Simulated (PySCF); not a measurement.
Excitations are Tamm–Dancoff values on a coarser integration grid. The basis has no diffuse functions, so Rydberg states are missing or too high.

Cartesian coordinates (Å):
```xyz
5

N     -1.1424     0.0915    -0.2253
B      0.0448    -0.0397     0.0972
O      1.3140    -0.1862     0.4837
H     -2.0952     0.1927    -0.4748
H      1.9779    -0.1044    -0.2051
```
Charge 0, multiplicity 1.

Question: Predict the S1–T1 gap (TDA), dipole moment, HOMO–LUMO gap, S1 excitation (TDA) and LUMO from M06-2X/def2-TZVP in PySCF.

Answer: 
| Property | Value |
|---|---|
| S1–T1 gap (TDA) | 0.29 eV |
| dipole moment | 1.73 D |
| HOMO–LUMO gap | 9.83 eV |
| S1 excitation (TDA) | 6.67 eV |
| LUMO | 0.67 eV |
